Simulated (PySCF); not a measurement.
**Magnetisability: `COc1pcsc1OC`, C5H7O2PS**

Geometry:
| atom | x (Å) | y (Å) | z (Å) |
| --- | --- | --- | --- |
| C1 | -2.665 | -1.208 | -0.283 |
| O2 | -1.273 | -1.196 | -0.113 |
| C3 | -0.706 | 0.046 | -0.101 |
| P4 | -1.613 | 1.567 | -0.282 |
| C5 | -0.216 | 2.528 | -0.149 |
| S6 | 1.297 | 1.756 | 0.069 |
| C7 | 0.654 | 0.148 | 0.062 |
| O8 | 1.448 | -0.933 | 0.206 |
| C9 | 2.820 | -0.692 | 0.400 |
| H10 | -3.167 | -0.665 | 0.528 |
| H11 | -2.966 | -2.254 | -0.267 |
| H12 | -2.951 | -0.753 | -1.239 |
| H13 | -0.205 | 3.600 | -0.196 |
| H14 | 3.288 | -1.669 | 0.497 |
| H15 | 2.995 | -0.107 | 1.310 |
| H16 | 3.253 | -0.157 | -0.452 |

Theory: GIAO KT3/pcSseg-1 magnetisability, rotational g tensor and spin-rotation constants, non-relativistic, gas phase (PySCF 2.14.0). Geometry: GFN2-xTB.

(1) What are the magnetisability and the molar susceptibility?

(2) Split it along the inertial axes a, b, c into diamagnetic and paramagnetic parts about the centre of mass, with the quadrupole moment.

(3) And the rotational g tensor?

Results:

(1) Isotropic -1552 × 10⁻³⁰ J/T², or -93.4 × 10⁻⁶ cm³/mol; principal values -2005, -1420, -1230 × 10⁻³⁰ J/T², anisotropy 700 × 10⁻³⁰ J/T² (root of half the summed squared differences of the principal values). The susceptibility is in cgs units.

(2) 
```tsv
axis	χ (10⁻⁶ cm³/mol)	diamagnetic (10⁻⁶ cm³/mol)	paramagnetic (10⁻⁶ cm³/mol)	summed x² of all electrons (Å²)	quadrupole Θ (D Å)
a	-85.4	-809.1	723.7	265.9	+11.93
b	-74.2	-1202.8	1128.6	173.1	-2.97
c	-120.8	-1862.4	1741.6	17.6	-8.96
```
Anisotropies 2χaa − χbb − χcc = +24.2 and 2χbb − χaa − χcc = +57.7 × 10⁻⁶ cm³/mol. Θ is traceless in Buckingham's convention.

(3) 
```
axis  rotational constant (GHz)        g  nuclear part  electronic part
   a                     1.6928  -0.0267        0.5488          -0.5756
   b                     1.1100  -0.0188        0.5698          -0.5886
   c                     0.6762  +0.0045        0.5577          -0.5533
```
Asymmetric top; isotopes 12C, 1H, 16O, 31P, 32S; no vibrational averaging.
